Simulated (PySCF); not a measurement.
# Electronic absorption of C7H13B

C₇H₁₃B.
SMILES: `C=CBC1CCCC1`

Computed, not measured: TDDFT B3LYP/def2-SVPD, vertical, gas phase, core orbitals frozen in the response in PySCF. The structure is a single PBE0-D3(BJ)/def2-SVP conformer in the gas phase; no vibrational or solvent corrections.

| state | E (eV) | λ (nm) | f | main configurations (H = HOMO, L = LUMO) |
| --- | --- | --- | --- | --- |
| S1 | 4.95 | 250.4 | 0.0068 | H-1→L (81%), H→L (18%) |
| S2 | 5.23 | 237.2 | 0.0028 | H-2→L (93%) |
| S3 | 5.89 | 210.4 | 0.397 | H→L (65%), H-1→L (14%), H-3→L (10%) |
| S4 | 5.96 | 208.1 | 0.048 | H-3→L (89%) |
| S5 | 6.13 | 202.1 | 0.036 | H-4→L (77%) |
| S6 | 6.51 | 190.6 | 0.0043 | H-6→L (49%), H-5→L (38%) |
| S7 | 6.64 | 186.7 | 0.0013 | H-5→L (53%), H-6→L (45%) |
| S8 | 6.76 | 183.4 | 0.017 | H-7→L (83%) |
| S9 | 7.27 | 170.5 | 0.0099 | H-8→L (91%) |
| S10 | 7.65 | 162.1 | 0.032 | H→L+1 (76%) |

Triplets, Tamm–Dancoff:

| state | E (eV) | λ (nm) | main configurations (H = HOMO, L = LUMO) |
| --- | --- | --- | --- |
| T1 | 3.73 | 332.7 | H→L (81%), H-1→L (12%) |
| T2 | 4.61 | 268.8 | H-1→L (82%), H→L (12%) |
| T3 | 4.83 | 256.8 | H-2→L (84%) |
| T4 | 5.91 | 209.7 | H-3→L (91%) |

The lowest singlet comes at 250 nm (478 kJ/mol) in the ultraviolet; it is weak; its leading configuration is HOMO-1→LUMO (81%). The strongest level in the table is S3 at 5.89 eV (210 nm, f = 0.397). Löwdin shares by element: HOMO carbon 70% or more, boron 10% (atoms not listed hold the other 20%); LUMO carbon 53% or more, boron 28% (atoms not listed hold the other 19%). The listed states span 2.70 eV, and the widest gap between neighbours is 0.67 eV (S2 to S3). Orbital energies (eV): HOMO-3 -8.52, HOMO-2 -8.39, HOMO-1 -8.08, HOMO -7.93, LUMO -1.89, LUMO+1 0.48, LUMO+2 0.85. Of the 10 states listed, 5 reach f = 0.01 and none stays under 0.0005. No computed singlet lies in the visible range (380 to 750 nm); the lowest, at 250 nm, stands 1.69 eV above its violet end (3.26 eV). All these states lie below the vertical ionisation energy of 9.87 eV (ΔSCF). Singlets were solved by full linear response, triplets in the Tamm–Dancoff approximation.

On Arm Neoverse N1, one thread, no GPU, shared host with 64 logical CPUs at a one-minute load of 62, this took 16 min wall and 1.1 GiB of memory at its peak.
